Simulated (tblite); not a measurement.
Compound: C7H3N3.
SMILES: `N#Cc1cnncc1C#C`

All values are computed: GFN2-xTB (tblite) harmonic vibrations without scaling, gas phase. This tight-binding method is rough: wavenumbers can miss measured ones by several per cent, in bad cases by 10 to 20.

Harmonic wavenumbers (cm⁻¹): 90.5, 92.8, 136.7, 160.4, 272.3, 296.6, 385.8, 428.1, 478.7, 540.1, 570.7, 576.2, 664.8, 668.7, 733.6, 756.1, 844.5, 863.0, 901.5, 1089.1, 1149.2, 1181.6, 1221.4, 1272.2, 1334.8, 1410.8, 1486.7, 1502.9, 2243.8, 2370.9, 3080.3, 3082.6, 3394.0.

A = 2039, B = 1373, C = 820.6 MHz; mass 129.033 u (most abundant isotopes); point group Cs, symmetry number 1.

Q: What is the zero-point energy?

A: Half the sum of the wavenumbers: 17641 cm⁻¹ = 50.44 kcal/mol.

Q: What is S at 298.15 K and 1 bar for an ideal gas of classical rigid rotors and harmonic oscillators?

A: Translation 40.50, rotation 29.33, vibration 21.80: S = 91.6 cal/(mol K).

Q: And Cp and H(298.15 K) − H(0)?

A: Cp = 33.02 cal/(mol K), of which vibrations give 25.07 (their classical limit is 33 R = 65.6); H(298.15 K) − H(0) = 6.02 kcal/mol without the zero-point energy, 3.65 from vibrations.

Q: How do the functions run with temperature in this model?

A: 
| T (K) | S (cal/(mol K)) | Cp (cal/(mol K)) | H − H(0) (kcal/mol) | G − H(0) (kcal/mol) | ln q(vib) |
| --- | --- | --- | --- | --- | --- |
| 50 | 57.1 | 11.4 | 0.45 | -2.40 | 0.18 |
| 100 | 66.4 | 16.0 | 1.14 | -5.50 | 0.92 |
| 373.15 | 99.6 | 38.4 | 8.70 | -28.48 | 6.36 |
| 500 | 111.9 | 45.6 | 14.06 | -41.91 | 8.97 |
| 750 | 132.3 | 54.8 | 26.72 | -72.54 | 13.84 |
| 1000 | 148.9 | 60.3 | 41.15 | -107.76 | 18.25 |

q(vib) and H(0) count from the zero-point level.

Q: Which modes carry the vibrational entropy at 298.15 K?

A: 90.5 cm⁻¹: 3.65; 92.8 cm⁻¹: 3.60; 136.7 cm⁻¹: 2.85; 160.4 cm⁻¹: 2.55; 272.3 cm⁻¹: 1.58; 296.6 cm⁻¹: 1.44 cal/(mol K); the other 27 give 6.14 together.

Q: What must be added to the electronic energy to get the Gibbs energy at 298.15 K and 1 bar?

A: ZPE + [H(298.15 K) − H(0)] − T·S = 50.44 + 6.02 − 27.32 = 29.14 kcal/mol.

Q: Blend soft modes into free rotors: weight 1/[1 + (100 cm⁻¹/ν̃)⁴] for the oscillator and the rest for a rotor with moment μB/(μ + B), μ = h/(8π²ν), B = 10⁻⁴⁴ kg m². What vibrational entropy results?

A: 20.92 cal/(mol K) in place of 21.80, which changes −T·S at 298.15 K by +0.26 kcal/mol.

Hindered rotation and anharmonicity are outside this model.
